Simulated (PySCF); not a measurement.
C4H5BF2.
Numbering: `[F:1][B:2]([F:3])[CH2:4][C:5]1=[CH:6][CH2:7]1` (hydrogens: H8, H9 on C4; H10 on C6; H11, H12 on C7)

A GFN2-xTB structure was refined with PySCF, PBE0-D3(BJ)/def2-SVP geometry optimisation, gas phase. Its GFN2-xTB values:

| coordinate | GFN2-xTB |
| --- | --- |
| F1–B2 | 1.319 Å |
| B2–C4 | 1.564 Å |
| C4–C5 | 1.507 Å |
| C4–H8 | 1.090 Å |
| C5=C6 | 1.309 Å |
| C5–C7 | 1.493 Å |
| C6–C7 | 1.511 Å |
| C6–H10 | 1.053 Å |
| C7–H11 | 1.092 Å |
| F1–B2–F3 | 113.6° |
| F1–B2–C4 | 123.2° |
| B2–C4–C5 | 107.9° |
| C4–C5–C6 | 151.6° |
| C4–C5–C7 | 143.4° |
| C5–C6–C7 | 63.5° |
| C5–C7–C6 | 51.6° |
| C6–C5–C7 | 64.9° |
| F1–B2–C4–C5 | -107° |
| B2–C4–C5–C6 | 99° |
| C4–C5–C6–C7 | -176° |

**Question.** How do these coordinates change at the PBE0-D3(BJ)/def2-SVP level?

**Answer.** 
```tsv
coordinate	PBE0-D3(BJ)/def2-SVP (Å or °)	change
C6–H10	1.087	+0.034
C4–C5	1.475	-0.032
C7–H11	1.103	+0.011
C5=C6	1.299	-0.010
C4–H8	1.099	+0.009
C6–C7	1.502	-0.009
B2–C4	1.571	+0.007
C5–C7	1.498	+0.005
F1–B2	1.319	0.000
F1–B2–F3	116.8	+3.2
F1–B2–C4	121.9	-1.3
C5–C6–C7	64.2	+0.7
C6–C5–C7	64.5	-0.4
C5–C7–C6	51.3	-0.3
C4–C5–C7	143.6	+0.2
B2–C4–C5	108.1	+0.2
C4–C5–C6	151.7	+0.1
F1–B2–C4–C5	-117	-10
B2–C4–C5–C6	104	+5
C4–C5–C6–C7	-174	+2
```

The energy falls by 9.2 kJ/mol over 9 energy and gradient evaluations, the largest force component goes from 0.0347 to 2.0e-04 Eh/bohr, and the atoms move by 0.099 Å rms after alignment. The bond that changes most is C6–H10 (alkene CH carbon to vinylic hydrogen), which lengthens by 0.034 Å. Bonds longer at the end by more than 0.005 Å: 8 of 12; shorter: 3. Among the dihedrals that turn most is F3–B2–C4–H9, from -43° to -57°. Rotational constants go from 5198, 1566, 1395 to 5273, 1603, 1403 MHz.

The run used 123 basis functions and 59 SCF cycles in all.

Stationary, but not proved a minimum. The numbers are those of one conformer.
